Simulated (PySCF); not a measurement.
## Zr(2+): excitation energy

Zr(2+) [Kr] 4d2 (3F) → Zr(2+) [Kr] 4d1 5p1 (high-spin determinant), as a difference of total energies. Computed with PySCF 2.14 in aug-cc-pVTZ-DK (9s8p6d3f2g, 102 functions), with scalar relativity by spin-free X2C-1e. Correlated levels: valence: [Kr] frozen. The calculations carry no spin-orbit coupling.

| method | excitation energy (cm⁻¹) |
| --- | --- |
| UHF | 54042 |
| MP2 (valence) | 54178 |
| SCS-MP2 (valence) | 54087 |
| CCSD (valence) | 54072 |

A first-order spin-orbit estimate (lowest level to lowest level, LS coupling) adds -0.048 eV.

With two correlated electrons CCSD is exact in that space.

The determinant of the upper state mixes LS terms, which raises its energy above the lowest term, most at the Hartree-Fock and MP2 levels.
